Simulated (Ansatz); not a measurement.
Calculated with Ansatz (gas phase, PBE0-D4/def2-TZVP geometries, no zero-point term in ΔE). CBS: MP2 limit from def2 TZ/QZ plus the TZ coupled-cluster correction, frozen cores. Functionals use def2-TZVPP. For Ge outer-core shells are correlated without core-valence functions, which leaves a few kJ/mol of doubt a bond. Scalar relativity is left out up to krypton. One conformer a species, not always the lowest.

Consider the substitution at a C–O bond: `FC(F)(F)[O][GeH3]` + `C=CCS` → `C=CCSC(F)(F)F` + `[OH][GeH3]`.

`FC(F)(F)[O][GeH3]`:

Z-matrix (Å, degrees):
```
C
F 1 1.351
F 1 1.345 2 106.0
F 1 1.329 2 107.5 3 114.7
O 1 1.319 2 112.6 3 -123.6
Ge 5 1.819 1 122.0 2 45.7
H 6 1.530 5 107.1 1 -79.4
H 6 1.530 5 107.7 1 42.2
H 6 1.527 5 101.7 1 161.8
```

`C=CCS`:

Z-matrix (Å, degrees):
```
C
C 1 1.487
S 1 1.822 2 113.4
H 1 1.092 2 110.8 3 117.5
H 1 1.092 2 111.6 3 -122.6
C 2 1.325 1 124.4 3 -115.8
H 2 1.088 1 116.0 3 64.0
H 3 1.343 1 96.7 2 -67.7
H 6 1.086 2 121.4 1 0.2
H 6 1.083 2 121.6 1 179.9
```

`C=CCSC(F)(F)F`:

```xyz
13

C    -0.876   -0.328   -1.765
C    -0.957    0.526   -0.756
C     0.225    1.191   -0.147
S     0.420    0.900    1.636
C     0.794   -0.863    1.631
F    -0.265   -1.637    1.391
F     1.724   -1.189    0.728
F     1.259   -1.183    2.840
H     0.080   -0.601   -2.201
H    -1.761   -0.787   -2.189
H    -1.923    0.772   -0.321
H     0.129    2.280   -0.190
H     1.152    0.920   -0.655
```

`[OH][GeH3]`:

Cartesian coordinates in Å:
```
O 1.185 -0.165 -0.672
Ge -0.314 0.225 0.211
H 1.258 -1.098 -0.882
H -0.233 1.736 0.444
H -0.355 -0.549 1.543
H -1.540 -0.149 -0.644
```

| level | ΔE (kJ/mol) |
| --- | --- |
| PBE-D4 | 28.4 |
| PBE0-D4 | 37.9 |
| r2SCAN | 37.9 |
| PBE0 | 40.8 |
| HF/def2-TZVPP | 68.0 |
| SCS-MP2/def2-TZVPP | 41.1 |
| MP2/CBS(def2) | 30.1 |
| CCSD/CBS(def2) | 39.8 |

What does CCSD(T)/CBS give? (Estimate.)

The calculation gave: +35.3 kJ/mol. The listed levels differ from it by -6.9, 2.6, 2.6, 5.5, 32.7, 5.8, -5.2, 4.5 kJ/mol.

Largest T1 diagnostic among the species: 0.012.

The D4 term adds −4.8 kJ/mol with B3LYP and −2.9 kJ/mol with PBE0; it sums over pairs of atoms, weighted by their polarisabilities, and B3LYP, whose exchange is more repulsive, gets the larger term. In def2-TZVPP, CCSD(T) changes the Hartree–Fock value by −25.2 kJ/mol (the triples alone add −4.5 kJ/mol) and MP2 by −30.3 kJ/mol. From PBE to PBE0 (25 % exact exchange), in def2-TZVPP and without D4, ΔE moves by +9.3 kJ/mol.

B3LYP here is the variant with VWN-RPA as its local correlation; programs differ in this.
